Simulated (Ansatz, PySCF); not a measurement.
The PySCF input:
```python
from pyscf import gto, scf, dft

mol = gto.M(
    atom='''
Ge    1.857200    0.923200   -0.020100
C     0.555500   -0.113300    1.045800
C    -0.777900   -0.439000    0.373200
C    -0.599600   -1.506800   -0.700600
C    -1.403400    0.815200   -0.224700
H     3.172100    0.948200    0.693700
H     2.126000    0.368600   -1.384400
H     1.447800    2.349300   -0.201800
H     0.366600    0.460600    1.957000
H     1.036100   -1.042300    1.361000
H    -1.456300   -0.835600    1.140900
H     0.122000   -1.172000   -1.443600
H    -1.544100   -1.706300   -1.201100
H    -0.239000   -2.436500   -0.263900
H    -0.827800    1.135400   -1.094300
H    -1.407900    1.623900    0.503500
H    -2.427300    0.627400   -0.540600
''',
    basis='sto-3g',
    charge=0,
    spin=2,
    verbose=4,
)

mf = dft.UKS(mol)
mf.xc = 'b3lyp'
mf.grids.atom_grid = (99, 590)
mf.grids.prune = None
mf.kernel()
```

Q: Convert this to an input for Ansatz (an electronic-structure program).

A: Several could match; the one computed here: 
Ansatz 0.2 input:
```yaml
crystal:
  periodic: [false, false, false]
  atoms:
    - {symbol: Ge, position_ang: [1.85720000, 0.92320000, -0.02010000]}
    - {symbol: C, position_ang: [0.55550000, -0.11330000, 1.04580000]}
    - {symbol: C, position_ang: [-0.77790000, -0.43900000, 0.37320000]}
    - {symbol: C, position_ang: [-0.59960000, -1.50680000, -0.70060000]}
    - {symbol: C, position_ang: [-1.40340000, 0.81520000, -0.22470000]}
    - {symbol: H, position_ang: [3.17210000, 0.94820000, 0.69370000]}
    - {symbol: H, position_ang: [2.12600000, 0.36860000, -1.38440000]}
    - {symbol: H, position_ang: [1.44780000, 2.34930000, -0.20180000]}
    - {symbol: H, position_ang: [0.36660000, 0.46060000, 1.95700000]}
    - {symbol: H, position_ang: [1.03610000, -1.04230000, 1.36100000]}
    - {symbol: H, position_ang: [-1.45630000, -0.83560000, 1.14090000]}
    - {symbol: H, position_ang: [0.12200000, -1.17200000, -1.44360000]}
    - {symbol: H, position_ang: [-1.54410000, -1.70630000, -1.20110000]}
    - {symbol: H, position_ang: [-0.23900000, -2.43650000, -0.26390000]}
    - {symbol: H, position_ang: [-0.82780000, 1.13540000, -1.09430000]}
    - {symbol: H, position_ang: [-1.40790000, 1.62390000, 0.50350000]}
    - {symbol: H, position_ang: [-2.42730000, 0.62740000, -0.54060000]}
basis:
  gaussian:
    orbitals: STO-3G
hamiltonian:
  xc: b3lyp
magnetization: {spin_polarized: true, initial_magnetization: 2}
accuracy: high
```

Both were run: PySCF gave -2210.465061 Eh and Ansatz -2210.465058 Eh, 0.002 mEh apart.
